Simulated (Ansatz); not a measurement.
H6N3NbS, SMILES `[NH2][Nb]([NH2])([NH2])=[S]`. Total charge 0; spin multiplicity 1. Correlated methods include outer-core shells of Nb, which these sets cover unevenly. Nb: def2 effective core potential.

| atom | x (Å) | y (Å) | z (Å) |
| --- | --- | --- | --- |
| N1 | -1.7720 | -0.5060 | 0.2615 |
| Nb2 | 0.1723 | -0.2095 | 0.3525 |
| N3 | 0.9864 | -0.8806 | -1.3099 |
| N4 | 0.5054 | 1.7272 | 0.4753 |
| S5 | 1.0079 | -1.2251 | 2.0613 |
| H6 | -2.2550 | -1.2546 | 0.7376 |
| H7 | -2.4348 | 0.1874 | -0.0559 |
| H8 | 1.8629 | -1.3810 | -1.3510 |
| H9 | 0.4860 | -0.9858 | -2.1813 |
| H10 | 0.7430 | 2.2092 | 1.3306 |
| H11 | 0.6978 | 2.3188 | -0.3208 |

Q: Give the diagnostics of a CCSD(T)/def2-TZVPP run (frozen core, Ansatz). (Estimate.)

A: Ansatz gave: T1 = 0.0230, largest single amplitude 0.039, largest double 0.030, (T) share of the correlation energy 5.3 %, 12 CCSD cycles. The RHF solution is stable towards an unrestricted one. T1 lies over the customary mark of 0.02 for closed shells; compounds of d metals often pass it without a breakdown.
